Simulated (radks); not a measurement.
Spherical jellium clusters: N electrons in a uniform positive sphere of charge N and radius rs N^(1/3), rs = 2.31 bohr. Method: non-relativistic Kohn-Sham, LDA (Slater exchange, Perdew-Wang correlation), spin-polarised, spherical densities; computed with a radial shooting solver with Libxc functionals. Levels are named by radial order and angular momentum (1s, 1p, 1d, 2s, ...), and open shells are averaged over m. Each electron was tried in the lowest free levels, single moves between levels near the top were tried too, and the lowest total energy was kept; such a search can miss a lower state. Energies include the self-energy of the background; IP and EA are vertical (highest electron removed, lowest free level filled), at fixed background; spill-out counts the electrons outside the background radius R, and alpha is the static dipole polarisability from linear response (closed shells only). A dash means not computed or, for alpha, an open shell; in EA it means that no bound solution was reached, which is typical of self-interaction and does not show that the anion is unstable. Real open-shell clusters deform, which this model forbids.

N,open shells,2S,E/N (eV),E(N+1) + E(N-1) - 2E(N) (eV),IP (eV),-e(HOMO) (eV),spill-out (e),alpha/R^3
1,"1s(up 1, down 0)",1,-0.151,-,-,4.097,0.58,-
2,none,0,-0.992,2.531,7.873,4.815,0.82,2.331
3,"1p(up 1, down 0)",1,-0.428,-1.008,4.689,2.403,1.25,-
4,"1p(up 2, down 0)",2,-0.399,-0.958,5.855,3.393,1.53,-
5,"1p(up 3, down 0)",3,-0.573,0.332,6.595,4.094,1.73,-
6,"1p(up 3, down 1)",2,-0.633,-0.796,6.007,3.744,1.93,-
7,"1p(up 3, down 2)",1,-0.790,-0.616,6.657,4.354,2.08,-
8,none,0,-0.985,3.013,7.109,4.810,2.21,1.874
9,"1d(up 1, down 0)",1,-0.802,-0.488,3.942,2.009,2.49,-
10,"1d(up 2, down 0)",2,-0.704,-0.472,4.521,2.562,2.71,-
11,"1d(up 3, down 0)",3,-0.667,-0.437,4.985,3.015,2.90,-
12,"1d(up 4, down 0)",4,-0.672,-0.396,5.367,3.397,3.05,-
13,"1d(up 5, down 0)",5,-0.708,0.307,5.688,3.724,3.19,-
14,"1d(up 5, down 0) 2s(up 1, down 0)",6,-0.716,0.003,5.298,3.505,3.49,-
15,"1d(up 5, down 1) 2s(up 1, down 0)",5,-0.723,-0.530,5.416,3.575,3.62,-
16,"1d(up 5, down 3)",2,-0.762,-0.335,5.743,3.883,3.59,-
17,"1d(up 5, down 4)",1,-0.816,-0.283,5.998,4.146,3.70,-
18,none,0,-0.880,0.229,6.219,4.377,3.80,1.667
19,"2s(up 1, down 0)",1,-0.925,0.214,5.927,4.161,4.03,-
20,none,0,-0.955,1.909,5.750,4.042,4.27,1.727
21,"1f(up 1, down 0)",1,-0.891,-0.277,3.906,2.240,4.43,-
22,"1f(up 2, down 0)",2,-0.846,-0.263,4.180,2.518,4.58,-
23,"1f(up 3, down 0)",3,-0.816,-0.248,4.425,2.767,4.70,-
24,"1f(up 4, down 0)",4,-0.799,-0.234,4.645,2.993,4.82,-
25,"1f(up 5, down 0)",5,-0.792,-0.220,4.843,3.198,4.93,-
26,"1f(up 6, down 0)",6,-0.795,-0.206,5.025,3.386,5.03,-
27,"1f(up 7, down 0)",7,-0.805,0.495,5.190,3.559,5.13,-
28,"1f(up 7, down 1)",6,-0.796,-0.219,4.653,3.069,5.23,-
29,"1f(up 7, down 2)",5,-0.796,-0.204,4.848,3.269,5.33,-
30,"1f(up 7, down 3)",4,-0.803,-0.191,5.025,3.451,5.43,-
31,"1f(up 7, down 4)",3,-0.815,-0.179,5.186,3.619,5.51,-
32,"1f(up 7, down 5)",2,-0.832,-0.168,5.335,3.774,5.60,-
33,"1f(up 7, down 6)",1,-0.853,-0.158,5.472,3.918,5.68,-
34,none,0,-0.878,0.543,5.598,4.051,5.76,1.516
35,"2p(up 1, down 0)",1,-0.885,-0.086,5.024,3.554,5.98,-
36,"2p(up 2, down 0)",2,-0.895,-0.076,5.166,3.702,6.20,-
37,"2p(up 3, down 0)",3,-0.906,0.295,5.290,3.834,6.41,-
38,"2p(up 3, down 1)",2,-0.909,-0.082,5.038,3.625,6.64,-
39,"2p(up 3, down 2)",1,-0.914,-0.073,5.180,3.771,6.87,-
40,none,0,-0.920,1.168,5.305,3.903,7.09,1.656
41,"1g(up 1, down 0)",1,-0.898,-0.162,4.185,2.757,7.17,-
42,"1g(up 2, down 0)",2,-0.880,-0.155,4.312,2.888,7.25,-
43,"1g(up 3, down 0)",3,-0.867,-0.148,4.432,3.012,7.32,-
44,"1g(up 4, down 0)",4,-0.858,-,4.544,3.129,7.39,-

All shells are closed at N = 2, 8, 18, 20, 34, 40 (there: 1s2 1p6 1d10 2s2 1f14 2p6); the second difference of the energy has clear peaks (12 % above both neighbours; the first and last values, which can be the largest, are not judged, and half-filled shells can peak too) at N = 5, 8, 13, 20, 27, 34, 37, 40.
